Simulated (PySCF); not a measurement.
## Electron correlation in Ne (neon, neutral)

[Ne], closed-shell 1S. All numbers are calculated (PySCF 2.14, the spin-free X2C one-electron Hamiltonian (Gaussian nucleus), in x2c-TZVPPall). Frozen: 1s2; 8 electrons correlated.

```csv
level,correlation energy (mhartree)
CCSD,-264.65
(T),-3.99
CCSD(T),-268.64
CCSDT,-268.68
```

Diagnostics: T1 = 0.0060, D1 = 0.0093, largest double amplitude 0.031.

Cost of the coupled-cluster step: of the order of 0.28 core-seconds, for 8 correlated electrons.
